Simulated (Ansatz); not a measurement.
`B[SiH](C)BF` at its PBE0-D4/def2-TZVP geometry, where that method's forces vanish. Charge 0, multiplicity 1.

```xyz
12

B    -0.5762    1.4436   -1.1746
Si   -0.4753   -0.0019    0.2047
C     0.8304    0.2311    1.5375
B    -0.1420   -1.6577   -0.9415
F     1.0611   -2.2095   -0.9746
H     0.3206    2.2167   -1.3517
H    -1.5193    1.5178   -1.9070
H    -1.8292   -0.2046    0.8084
H     1.8188    0.3311    1.0831
H     0.8567   -0.6206    2.2203
H     0.6361    1.1309    2.1249
H    -0.9817   -2.1768   -1.6294
```

Task: What forces (eV/Å) does r2SCAN-D4/def2-TZVPP give on these atoms in Ansatz 0.2.0? (Best estimate.)

Result: Ansatz gave: 
```
B1  -0.012 -0.026 -0.007
Si2 -0.020  0.071 -0.022
C3   0.017 -0.014  0.015
B4  -0.178  0.048 -0.038
F5   0.155 -0.048  0.015
H6  -0.023 -0.030  0.007
H7   0.032 -0.002  0.022
H8   0.006 -0.012 -0.017
H9  -0.014  0.001  0.019
H10  0.013  0.021 -0.003
H11  0.016 -0.019 -0.006
H12  0.008  0.010  0.014
```
